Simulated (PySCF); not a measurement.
Ionisation energy of Ga²¹⁺ by level of theory

Ga²¹⁺ [Ne] → Ga²²⁺ [He] 2s2 2p5 [2p1/2^2 2p3/2^3, M_J = 3/2], as a difference of total energies. All numbers are calculated (PySCF 2.14, the two-component X2C-1e Hamiltonian, in an uncontracted even-tempered set (18 s from 5.6 bohr⁻², ratio 2.4; 12 p from 7.3 bohr⁻², ratio 2.4; 5 d from 32 bohr⁻², ratio 2.6; 5 f from 49 bohr⁻², ratio 2.6)). Correlated levels: nothing frozen; the 34 highest virtual spinors dropped. "Screened" scales the spin-orbit matrix elements by Boettger's factors to mimic the two-electron term; Breit and QED terms are absent.

| method | ionisation energy (eV) |
| --- | --- |
| GHF (spin-free) | 2017.2 |
| GMP2 (spin-free) | 2018.7 |
| GHF (screened spin-orbit) | 2007.8 |
| GMP2 (screened spin-orbit) | 2009.2 |

For this ion Breit and QED terms and the two-electron picture change, all absent here, outweigh the correlation shift from GHF to GMP2.

The spin-free rows lack the spin-orbit shift.

For comparison: 2010 ± 1.1 eV (semi-empirical (NIST evaluation); NIST Atomic Spectra Database, ionization energies).
